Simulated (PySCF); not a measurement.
# Basis-set dependence of population analyses: `CC[SiH2][SiH3]`

Species: C2H10Si2.
Geometry (PBE0-D3(BJ)/def2-SVP, Å), atoms numbered from 1 in this order:
```xyz
14
C2H10Si2 angstrom
C     -2.0425    0.1596    0.1139
C     -1.3323   -0.5023    1.2905
Si     0.4241    0.1344    1.5962
Si     1.7723   -0.1932   -0.2979
H     -2.1119    1.2515    0.2431
H     -3.0682   -0.2226   -0.0077
H     -1.5128   -0.0205   -0.8355
H     -1.9054   -0.3598    2.2230
H     -1.2671   -1.5941    1.1413
H      1.0396   -0.5745    2.7636
H      0.3977    1.6005    1.9100
H      1.7244   -1.6281   -0.7246
H      1.2965    0.6469   -1.4421
H      3.1966    0.1675   -0.0140
```

PBE0 throughout (PySCF), one geometry, spherical d and f functions. Isolated species at its PBE0-D3(BJ)/def2-SVP geometry (one conformer only). Atoms taken as equivalent share a column and are averaged. The first 7 of 8 kinds of atom are listed.

Mulliken charges (e):

| basis | functions | C1 | C2 | Si3 | Si4 | H5/H6/H7 | H8/H9 | H10/H11 |
| --- | --- | --- | --- | --- | --- | --- | --- | --- |
| STO-3G | 38 | -0.234 | -0.294 | +0.430 | +0.337 | +0.074 | +0.069 | -0.122 |
| 6-31G | 64 | -0.491 | -0.626 | +0.426 | +0.230 | +0.175 | +0.196 | -0.098 |
| pcSseg-0 | 64 | -0.634 | -0.980 | +0.391 | +0.040 | +0.239 | +0.274 | -0.013 |
| 6-31G* | 84 | -0.537 | -0.543 | +0.293 | +0.107 | +0.185 | +0.195 | -0.058 |
| cc-pVDZ | 114 | -0.099 | -0.242 | +0.160 | +0.065 | +0.053 | +0.064 | -0.039 |
| def2-SVP | 114 | -0.088 | -0.336 | +0.231 | +0.139 | +0.054 | +0.078 | -0.054 |
| 6-311+G(2d,p) | 184 | -0.546 | -0.373 | +0.326 | +0.081 | +0.151 | +0.156 | -0.056 |
| aug-cc-pVDZ | 190 | +0.441 | +0.411 | -0.369 | -1.028 | -0.166 | -0.269 | +0.333 |
| def2-TZVP | 196 | -0.375 | -0.315 | +0.123 | -0.001 | +0.130 | +0.127 | -0.019 |
| IGLO-III | 258 | -0.371 | -0.419 | +0.467 | +0.463 | +0.124 | +0.141 | -0.165 |
| cc-pVTZ | 268 | -0.302 | -0.266 | +0.128 | +0.035 | +0.107 | +0.104 | -0.030 |

IAO charges (e):

| basis | functions | C1 | C2 | Si3 | Si4 | H5/H6/H7 | H8/H9 | H10/H11 |
| --- | --- | --- | --- | --- | --- | --- | --- | --- |
| STO-3G | 38 | -0.390 | -0.497 | +0.488 | +0.367 | +0.128 | +0.128 | -0.118 |
| 6-31G | 64 | -0.421 | -0.500 | +0.356 | +0.141 | +0.144 | +0.153 | -0.071 |
| pcSseg-0 | 64 | -0.412 | -0.514 | +0.336 | +0.097 | +0.143 | +0.156 | -0.059 |
| 6-31G* | 84 | -0.402 | -0.511 | +0.445 | +0.242 | +0.138 | +0.146 | -0.103 |
| cc-pVDZ | 114 | -0.402 | -0.509 | +0.443 | +0.240 | +0.137 | +0.145 | -0.102 |
| def2-SVP | 114 | -0.392 | -0.508 | +0.453 | +0.252 | +0.134 | +0.143 | -0.106 |
| 6-311+G(2d,p) | 184 | -0.416 | -0.526 | +0.468 | +0.263 | +0.142 | +0.149 | -0.109 |
| aug-cc-pVDZ | 190 | -0.413 | -0.516 | +0.446 | +0.240 | +0.141 | +0.148 | -0.102 |
| def2-TZVP | 196 | -0.415 | -0.530 | +0.474 | +0.268 | +0.142 | +0.150 | -0.111 |
| IGLO-III | 258 | -0.417 | -0.529 | +0.473 | +0.267 | +0.142 | +0.150 | -0.111 |
| cc-pVTZ | 268 | -0.416 | -0.527 | +0.464 | +0.256 | +0.142 | +0.150 | -0.108 |

Hirshfeld charges (e):

```
        basis  functions      C1      C2     Si3     Si4  H5/H6/H7   H8/H9  H10/H11
       STO-3G         38  -0.044  -0.090  +0.279  +0.241    +0.011  +0.007   -0.088
        6-31G         64  -0.094  -0.133  +0.214  +0.171    +0.037  +0.040   -0.074
     pcSseg-0         64  -0.102  -0.133  +0.244  +0.192    +0.033  +0.032   -0.076
       6-31G*         84  -0.093  -0.136  +0.212  +0.178    +0.038  +0.042   -0.076
      cc-pVDZ        114  -0.106  -0.143  +0.237  +0.197    +0.038  +0.041   -0.080
     def2-SVP        114  -0.110  -0.145  +0.246  +0.204    +0.039  +0.040   -0.082
6-311+G(2d,p)        184  -0.114  -0.157  +0.242  +0.201    +0.041  +0.042   -0.078
  aug-cc-pVDZ        190  -0.121  -0.161  +0.242  +0.198    +0.042  +0.044   -0.077
    def2-TZVP        196  -0.116  -0.156  +0.239  +0.197    +0.041  +0.044   -0.078
     IGLO-III        258  -0.123  -0.159  +0.244  +0.200    +0.041  +0.043   -0.077
      cc-pVTZ        268  -0.116  -0.154  +0.239  +0.196    +0.042  +0.044   -0.078
```

ESP-fitted charges (e):

| basis | functions | C1 | C2 | Si3 | Si4 | H5/H6/H7 | H8/H9 | H10/H11 |
| --- | --- | --- | --- | --- | --- | --- | --- | --- |
| STO-3G | 38 | -0.337 | -0.059 | +0.242 | +0.187 | +0.089 | +0.034 | -0.082 |
| 6-31G | 64 | -0.272 | -0.085 | +0.231 | +0.170 | +0.080 | +0.054 | -0.094 |
| pcSseg-0 | 64 | -0.297 | -0.126 | +0.247 | +0.132 | +0.090 | +0.063 | -0.088 |
| 6-31G* | 84 | -0.276 | -0.051 | +0.211 | +0.130 | +0.080 | +0.046 | -0.087 |
| cc-pVDZ | 114 | -0.232 | -0.022 | +0.185 | +0.098 | +0.067 | +0.036 | -0.079 |
| def2-SVP | 114 | -0.219 | -0.041 | +0.202 | +0.121 | +0.065 | +0.038 | -0.085 |
| 6-311+G(2d,p) | 184 | -0.279 | -0.005 | +0.191 | +0.118 | +0.078 | +0.034 | -0.083 |
| aug-cc-pVDZ | 190 | -0.269 | -0.006 | +0.184 | +0.122 | +0.075 | +0.034 | -0.081 |
| def2-TZVP | 196 | -0.273 | +0.009 | +0.191 | +0.124 | +0.075 | +0.029 | -0.085 |
| IGLO-III | 258 | -0.275 | +0.001 | +0.172 | +0.118 | +0.077 | +0.034 | -0.079 |
| cc-pVTZ | 268 | -0.268 | -0.004 | +0.189 | +0.128 | +0.075 | +0.033 | -0.084 |

Some averages cover members that differ in this geometry, most widely: H10/H11, Mulliken in aug-cc-pVDZ +0.289 to +0.378; H8/H9, Mulliken in aug-cc-pVDZ -0.300 to -0.239; H5/H6/H7, Mulliken in aug-cc-pVDZ -0.177 to -0.150 e.

Task: Which scheme is steadiest as the basis changes?

Result: Largest range over the bases for any column: Hirshfeld 0.08 e, ESP-fitted 0.14 e, IAO 0.27 e, Mulliken 1.49 e. Hirshfeld charges move least and Mulliken charges most, counted in e. Without the minimal STO-3G basis the ranges are Hirshfeld 0.03, ESP-fitted 0.14, IAO 0.17, Mulliken 1.49 e.

Task: How much do the charges still move between the two largest bases, IGLO-III and cc-pVTZ?

Result: At most, over all atoms: Mulliken 0.428 e, IAO 0.010 e, Hirshfeld 0.006 e, ESP-fitted 0.017 e.

Task: What do the same runs give for the total energy, the frontier levels and the dipole moment?

Result: 
```
        basis  energy (Eh)  HOMO (eV)  LUMO (eV)  μ (D)
       STO-3G    -653.2471      -5.88       6.44   0.33
        6-31G    -660.7473      -7.99       0.81   1.00
     pcSseg-0    -659.9801      -8.42       0.46   0.85
       6-31G*    -660.8179      -7.87       0.56   1.06
      cc-pVDZ    -660.8554      -7.89       0.48   1.05
     def2-SVP    -660.6183      -7.97       0.41   1.03
6-311+G(2d,p)    -660.8992      -7.95      -0.10   1.02
  aug-cc-pVDZ    -660.8620      -7.92      -0.21   1.02
    def2-TZVP    -660.9050      -7.93       0.13   1.04
     IGLO-III    -660.9094      -7.95       0.10   1.03
      cc-pVTZ    -660.9095      -7.93       0.21   1.05
```

The dipole is fixed by the density alone, so its range of 0.73 D shows that the density itself changes with the basis, not only its division among atoms.
